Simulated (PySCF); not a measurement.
# SnH₃⁺ at several levels of theory

All levels use the PBE0 minimum (singlet; Sn–H 1.686 Å (×3); H–Sn–H 120.0° (×3)), basis [Sn def2-TZVP with ECP28, H def2-TZVP], scalar-relativistic core potentials, density fitting, no spin–orbit coupling, PySCF. For vertical energies the ionised species is a doublet (spins chosen at PBE0 and kept) and the electron-attached one a doublet. Open shells are unrestricted, also as the reference of the correlated levels. A dash marks a value that was not computed or is not defined at that level.

```
  level  vertical IP (eV)  vertical EA (eV)  −ε(HOMO) (eV)  gap (eV)
   PBE0             18.70              7.30          16.10      6.71
     HF             18.07              6.68          19.06     12.82
    MP2             18.75              7.20              –         –
    PBE             18.56              7.28          14.87      4.57
  B3LYP                 ?                 ?              ?         ?
 r2SCAN             18.65              7.44          15.19      5.20
  TPSSh                 ?                 ?              ?         ?
 B2PLYP             18.74              7.22              –         –
r2SCANh             18.68              7.44          15.63      5.96
```

Task: Fill in the row of B3LYP.

Result: vertical IP (eV) 18.79, vertical EA (eV) 7.31, −ε(HOMO) (eV) 15.92, gap (eV) 6.16.

Task: Fill in the row of TPSSh.

Result: vertical IP (eV) 18.67, vertical EA (eV) 7.26, −ε(HOMO) (eV) 15.55, gap (eV) 5.79.
